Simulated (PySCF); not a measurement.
H6Si3, SMILES [SiH2]1[SiH2][SiH2]1. Geometry optimised at PBE0-D3(BJ)/def2-SVP.

The numbers are results of PBE0-D3(BJ)/def2-SVP (PySCF 2.14.0), not measurements.

Harmonic wavenumbers (cm⁻¹): 201, 201, 341, 381, 381, 424, 512, 598, 598, 621, 621, 664, 873, 873, 875, 2228, 2228, 2229, 2250, 2250, 2260. Rotational constants (GHz): 5.039, 5.039, 2.780; symmetry number 6.

Task: Work out the zero-point energy and the ideal-gas rigid-rotor harmonic-oscillator thermochemistry at 298.15 K and 1 atm.

Result: ZPE = ½ Σ hcν = ½ × 21610 cm⁻¹ = 30.89 kcal/mol. H − E(el) = 35.51 kcal/mol. Entropy in cal/(mol K): translation 39.41, rotation 22.36, vibration 11.58, total 73.36. G − E(el) = 13.63 kcal/mol. Cp = 25.47 cal/(mol K).
